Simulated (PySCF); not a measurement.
BrH3InNO, SMILES [NH2][In]([Br])[OH]. Atoms are numbered in the order given.

```xyz
7

In     0.5563     0.3770     0.1529
Br    -1.4421    -1.0195    -0.4321
O      0.6675     2.2061    -0.6481
H     -0.0768     2.3774    -1.2429
N      1.8823    -0.2439     1.5654
H      2.8185     0.1464     1.4574
H      1.9594    -1.2576     1.6441
```

The structure is a stationary point at B3LYP-D3(BJ)/def2-SVP. The structure was generated by enumeration; whether it is a known compound was not checked. The def2 effective core potentials stand for the cores of In; spin–orbit coupling is left out. One conformer was computed; it need not be the lowest.

All values below come from ωB97X/def2-TZVP (PySCF).

The molecule is in vacuum.

```json
{
 "total_energy": "-2896.24464 hartree",
 "highest_occupied_level": "-10.28 eV",
 "lowest_empty_level": "-0.11 eV",
 "orbital_gap": "10.17 eV",
 "dipole_moment": "0.358 e·Å",
 "quadrupole, principal values (traceless, Buckingham form, about the centre of nuclear charge)": "-10.37, -0.59, 10.96 D·Å",
 "mean_static_polarisability": "65.7 bohr³ (9.73 Å³)",
 "polarisability_principal_values": "47.1, 66.8, 83.2 bohr³"
}
```
